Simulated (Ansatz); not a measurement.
CH$_{5}$MoNOS (`[CH3][Mo]([NH2])(=[O])=[S]`), relaxed with RKS PBE0-D4/def2-TZVP in Ansatz 0.2.0 from a GFN2-xTB geometry. The force threshold is 0.005 eV/Å; the program also tests the step.

Total charge 0; spin multiplicity 1. Mo: def2 effective core potential.

Start:

```xyz
10

C     0.532    0.842   -1.125
Mo   -0.119    0.238    0.830
N    -0.443   -1.617    0.668
O     1.146    0.733    1.753
S    -1.947    1.340    1.010
H    -0.216    0.611   -1.899
H     1.472    0.354   -1.416
H     0.713    1.923   -1.172
H    -1.352   -2.049    0.481
H     0.213   -2.376    0.871
```

```json
{"step": "1", "energy (eV)": "-17343.3042", "largest force (eV/Å)": "2.258", "largest move (Å)": "0.000"}
{"step": "2", "energy (eV)": "-17343.4101", "largest force (eV/Å)": "1.156", "largest move (Å)": "0.176"}
{"step": "3", "energy (eV)": "-17343.4503", "largest force (eV/Å)": "0.596", "largest move (Å)": "0.113"}
{"step": "4", "energy (eV)": "-17343.4610", "largest force (eV/Å)": "0.284", "largest move (Å)": "0.031"}
{"step": "5", "energy (eV)": "-17343.4637", "largest force (eV/Å)": "0.101", "largest move (Å)": "0.010"}
{"step": "6", "energy (eV)": "-17343.4644", "largest force (eV/Å)": "0.042", "largest move (Å)": "0.019"}
{"step": "7", "energy (eV)": "-17343.4646", "largest force (eV/Å)": "0.009", "largest move (Å)": "0.010"}
{"step": "8", "energy (eV)": "-17343.4646", "largest force (eV/Å)": "0.005", "largest move (Å)": "0.004"}
{"step": "9", "energy (eV)": "-17343.4646", "largest force (eV/Å)": "0.002", "largest move (Å)": "0.003"}
```

End:

```xyz
10

C     0.533    0.864   -1.172
Mo   -0.136    0.251    0.724
N    -0.430   -1.637    0.630
O     1.101    0.655    1.774
S    -1.920    1.331    1.074
H    -0.226    0.643   -1.925
H     1.457    0.327   -1.405
H     0.731    1.938   -1.162
H    -1.333   -2.058    0.461
H     0.223   -2.314    1.000
```

Run time 18 s (2 threads of an AMD EPYC 7R13 on a shared host and a share of an NVIDIA H100 80 GB); peak host memory 0.88 GiB.
